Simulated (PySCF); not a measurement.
# EPR parameters of C5H8NO

Species: C₅H₈NO (doublet state).
Bonds: C1–C2, C2–N3 (double), N3–C4, C4–O5, O5–C6, C6–C7, C1–C7. Hydrogens: H8 on C1; H9 on C2; H10, H11 on C4; H12, H13 on C6; H14, H15 on C7.

Identity: `[CH]1C=NCOCC1` [radical].

Method: UKS B3LYP, pcH-1 on C H N O, non-relativistic, mean-field spin-orbit, GIAO in PySCF. One conformer (not necessarily the lowest) at the GFN2-xTB geometry, without solvent, vibrations or thermal averaging. A GFN2-xTB geometry isn't a minimum of the functional, and hyperfine couplings can be far from their values at a DFT geometry. The SCF solution wasn't tested for stability. ⟨S²⟩ is 0.774 where a pure state has 0.75.

| Property | Result |
| --- | --- |
| g1, g2, g3 | 2.00215, 2.00340, 2.00496 |
| g_iso | 2.00350 |
| Form of g | rhombic: the two nearest values differ by 44 % of g3 − g1 |
| ⟨S²⟩ | 0.7735 (exact 0.7500) |
| α and β electrons | 27, 26 |
| HOMO–LUMO gap, α and β orbitals | 6.68, 3.79 eV |

Isotropic coupling and dipolar principal values T1 to T3, in 10⁻⁴ cm⁻¹; ρ(0) is the spin density at the nucleus (1 × 10⁻⁴ cm⁻¹ = 2.998 MHz):

```json
{"atom": "C1", "isotope": "13C", "a_iso": "19.4", "T1": "-18.2", "T2": "-17.6", "T3": "35.8", "Mulliken spin population": "0.71", "ρ(0) (bohr⁻³)": "0.0516"}
{"atom": "C2", "isotope": "13C", "a_iso": "-14.8", "T1": "-9.1", "T2": "3.0", "T3": "6.1", "Mulliken spin population": "-0.22", "ρ(0) (bohr⁻³)": "-0.0395"}
{"atom": "N3", "isotope": "14N", "a_iso": "6.7", "T1": "-7.8", "T2": "-7.8", "T3": "15.6", "Mulliken spin population": "0.49", "ρ(0) (bohr⁻³)": "0.0624"}
{"atom": "C4", "isotope": "13C", "a_iso": "-7.8", "T1": "-0.8", "T2": "0.1", "T3": "0.6", "Mulliken spin population": "-0.04", "ρ(0) (bohr⁻³)": "-0.0208"}
{"atom": "O5", "isotope": "17O", "a_iso": "0.7", "T1": "-0.6", "T2": "0.3", "T3": "0.3", "Mulliken spin population": "0.00", "ρ(0) (bohr⁻³)": "-0.0034"}
{"atom": "C6", "isotope": "13C", "a_iso": "3.8", "T1": "-0.5", "T2": "-0.2", "T3": "0.6", "Mulliken spin population": "0.00", "ρ(0) (bohr⁻³)": "0.0102"}
{"atom": "C7", "isotope": "13C", "a_iso": "-7.0", "T1": "-0.6", "T2": "0.2", "T3": "0.4", "Mulliken spin population": "-0.05", "ρ(0) (bohr⁻³)": "-0.0187"}
{"atom": "H8", "isotope": "1H", "a_iso": "-14.4", "T1": "-8.6", "T2": "-0.3", "T3": "8.9", "Mulliken spin population": "-0.03", "ρ(0) (bohr⁻³)": "-0.0097"}
{"atom": "H9", "isotope": "1H", "a_iso": "3.3", "T1": "-1.9", "T2": "-0.2", "T3": "2.2", "Mulliken spin population": "0.01", "ρ(0) (bohr⁻³)": "0.0022"}
{"atom": "H10", "isotope": "1H", "a_iso": "26.0", "T1": "-1.3", "T2": "-0.8", "T3": "2.1", "Mulliken spin population": "0.03", "ρ(0) (bohr⁻³)": "0.0175"}
{"atom": "H11", "isotope": "1H", "a_iso": "32.2", "T1": "-1.3", "T2": "-0.7", "T3": "2.0", "Mulliken spin population": "0.04", "ρ(0) (bohr⁻³)": "0.0216"}
{"atom": "H12", "isotope": "1H", "a_iso": "-0.1", "T1": "-0.5", "T2": "-0.3", "T3": "0.8", "Mulliken spin population": "0.00", "ρ(0) (bohr⁻³)": "-0.0001"}
{"atom": "H13", "isotope": "1H", "a_iso": "0.4", "T1": "-1.0", "T2": "-0.3", "T3": "1.3", "Mulliken spin population": "0.00", "ρ(0) (bohr⁻³)": "0.0003"}
{"atom": "H14", "isotope": "1H", "a_iso": "32.2", "T1": "-1.2", "T2": "-0.8", "T3": "2.1", "Mulliken spin population": "0.04", "ρ(0) (bohr⁻³)": "0.0216"}
{"atom": "H15", "isotope": "1H", "a_iso": "12.1", "T1": "-1.2", "T2": "-0.9", "T3": "2.1", "Mulliken spin population": "0.01", "ρ(0) (bohr⁻³)": "0.0081"}
```

Largest spin populations (Mulliken): C1 (+0.71), N3 (+0.49) and C2 (-0.22). The angles at C1 add up to 360.0°, so it is planar; its axial dipolar tensor and the negative coupling of its proton fit spin in a p orbital normal to that plane.

Axes: g3 points within 7° of the C1–H8 bond.

Under fast tumbling the dipolar parts average out, and these isotropic splittings remain: 2 × 1H (H10/H11, I = 1/2, 3 lines) with 3.11 mT, 2 × 1H (H14/H15, I = 1/2, 3 lines) with 2.37 mT, 1 × 1H (H8, I = 1/2, 2 lines) with 1.54 mT, 1 × 14N (N3, I = 1, 3 lines) with 0.72 mT and 1 × 1H (H9, I = 1/2, 2 lines) with 0.36 mT.

Means are taken over nuclei equivalent by connectivity, which assumes that they swap fast. The 1H value of +66.5 MHz is a mean of couplings from 36.4 to 96.7 MHz in this one geometry, not an average over conformers. The 1H value of +87.3 MHz is a mean of couplings from 78.1 to 96.4 MHz in this one geometry, not an average over conformers.

The 13C coupling of C1 (58.1 MHz) shows only in satellite lines or after enrichment, since that isotope makes up about 1.07 % of natural carbon.
